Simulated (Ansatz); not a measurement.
Ansatz results at the PBE0-D4/def2-TZVP geometry: LUMO energy (PBE0/def2-TZVPP) -0.67 eV; size of the dipole moment (PBE/def2-TZVPP) 1.71 D; HOMO energy (PBE0/def2-TZVPP) -7.91 eV.

Problem. Which molecule gave them?
A. `[CH3][AlH][C](=N)[SeH]`
B. `FC1C=C[SiH2]1`
C. `OC[SiH2]F`
D. `CC1=C[SiH]1F`

Solution. B. The others give `CC1=C[SiH]1F`: -0.19, 1.88, -7.51; `OC[SiH2]F`: -0.03, 1.09, -7.74; `[CH3][AlH][C](=N)[SeH]`: -1.80, 1.68, -6.86.
